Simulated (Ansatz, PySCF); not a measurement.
Mo(O)(NH)(OH)2 (H3MoNO3), SMILES [NH]=[Mo](=[O])([OH])[OH], multiplicity 1. Atoms are numbered in the order given.

```xyz
8

Mo     0.1275     0.0140     0.1015
O      1.7045     0.5418     0.3983
N     -0.3822     0.5045    -1.4905
H     -0.0820     1.0015    -2.3315
O      0.0597    -1.8658     0.2019
H     -0.3504    -2.4116    -0.4827
O     -1.0427     0.7726     1.3678
H     -1.8659     1.2152     1.1201
```
Charge 0, spin multiplicity 1.

Coordinates come from a r2SCAN-D4/def2-SVP optimisation. The multiplicity is an assumed one; no other spin state was optimised. The structure was generated by enumeration; whether it is a known compound was not checked. The def2 effective core potentials stand for the cores of Mo; spin–orbit coupling is left out. Other conformers were not sampled.

Two levels are set side by side: PBE-D3(BJ)/def2-SVP (Ansatz, an electronic-structure program) and r2SCAN-D4/def2-SVP (Ansatz). Each level has its own optimised geometry; the coordinates shown are those of the second. Frequencies come from the Hessian of PySCF at each geometry. Differences are taken from unrounded values.

| quantity | r2SCAN-D4 |
|---|---|
| mean bond length (Å) | 1.451 |
| bond Mo1–O2 (Å) | 1.689 |
| bond Mo1–N3 (Å) | 1.742 |
| bond Mo1–O5 (Å) | 1.884 |
| bond Mo1–O7 (Å) | 1.884 |
| bond N3–H4 (Å) | 1.022 |
| bond O5–H6 (Å) | 0.967 |
| bond O7–H8 (Å) | 0.967 |
| highest harmonic wavenumber (cm⁻¹) | 3858 |
| mean harmonic wavenumber (cm⁻¹) | 1059 |
| zero-point energy (kcal/mol) | 27.24 |

Q: What does PBE-D3(BJ) give, and how far is it from r2SCAN-D4? (The exact figures need the calculation; the answer reports its results.)

A: 
```json
[
 {"quantity": "mean bond length (Å)", "PBE-D3(BJ)": "1.460", "PBE-D3(BJ) minus r2SCAN-D4": "0.009"},
 {"quantity": "bond Mo1–O2 (Å)", "PBE-D3(BJ)": "1.700", "PBE-D3(BJ) minus r2SCAN-D4": "0.010"},
 {"quantity": "bond Mo1–N3 (Å)", "PBE-D3(BJ)": "1.751", "PBE-D3(BJ) minus r2SCAN-D4": "0.009"},
 {"quantity": "bond Mo1–O5 (Å)", "PBE-D3(BJ)": "1.896", "PBE-D3(BJ) minus r2SCAN-D4": "0.012"},
 {"quantity": "bond Mo1–O7 (Å)", "PBE-D3(BJ)": "1.896", "PBE-D3(BJ) minus r2SCAN-D4": "0.012"},
 {"quantity": "bond N3–H4 (Å)", "PBE-D3(BJ)": "1.029", "PBE-D3(BJ) minus r2SCAN-D4": "0.007"},
 {"quantity": "bond O5–H6 (Å)", "PBE-D3(BJ)": "0.975", "PBE-D3(BJ) minus r2SCAN-D4": "0.008"},
 {"quantity": "bond O7–H8 (Å)", "PBE-D3(BJ)": "0.975", "PBE-D3(BJ) minus r2SCAN-D4": "0.008"},
 {"quantity": "highest harmonic wavenumber (cm⁻¹)", "PBE-D3(BJ)": "3749", "PBE-D3(BJ) minus r2SCAN-D4": "-109"},
 {"quantity": "mean harmonic wavenumber (cm⁻¹)", "PBE-D3(BJ)": "1034", "PBE-D3(BJ) minus r2SCAN-D4": "-25"},
 {"quantity": "zero-point energy (kcal/mol)", "PBE-D3(BJ)": "26.60", "PBE-D3(BJ) minus r2SCAN-D4": "-0.64"}
]
```
